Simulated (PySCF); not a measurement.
**Polarisability and C₆ of S²⁺ (sulfur, charge +2)**

[Ne] 3s2 3p2, high-spin 3P determinant. All numbers are calculated (PySCF 2.14, the non-relativistic Hamiltonian (point nucleus), in aug-cc-pV(Q+d)Z (7s6p5d3f2g, 89 functions)). Coupled (time-dependent) response in atomic units; α is the mean over directions.

```json
{"method": "UHF", "mean α (bohr³)": "7.506", "α xx, yy, zz": "7.763, 7.377, 7.377", "C₆ (like pair)": "27.36", "S(−4)": "20.96"}
{"method": "PBE", "mean α (bohr³)": "7.308", "α xx, yy, zz": "7.487, 7.219, 7.219", "C₆ (like pair)": "26.45", "S(−4)": "18.51"}
{"method": "PBE0", "mean α (bohr³)": "7.322", "α xx, yy, zz": "7.530, 7.217, 7.217", "C₆ (like pair)": "26.52", "S(−4)": "18.72"}
{"method": "M06", "mean α (bohr³)": "7.291", "α xx, yy, zz": "7.418, 7.228, 7.228", "C₆ (like pair)": "25.81", "S(−4)": "19.26"}
{"method": "wB97M-V", "mean α (bohr³)": "7.414", "α xx, yy, zz": "7.520, 7.360, 7.360", "C₆ (like pair)": "26.82", "S(−4)": "19.19"}
```

S(−4) is the Cauchy moment in α(ω) = α(0) + S(−4) ω² + …

α(iu) at PBE0:

| u (hartree) | α(iu) (bohr³) |
| --- | --- |
| 0 | 7.322 |
| 0.0500 | 7.275 |
| 0.100 | 7.140 |
| 0.200 | 6.654 |
| 0.300 | 5.989 |
| 0.500 | 4.575 |
| 0.750 | 3.171 |
| 1.00 | 2.245 |
| 1.50 | 1.261 |
| 2.00 | 0.8070 |
| 3.00 | 0.4255 |
| 5.00 | 0.1948 |

For an ion, C₆ is the dispersion term alone; charge-induced terms of lower order in 1/R come first.

The components differ because the open shell of this determinant is not spherical; for a pure term their mean is the scalar polarisability.
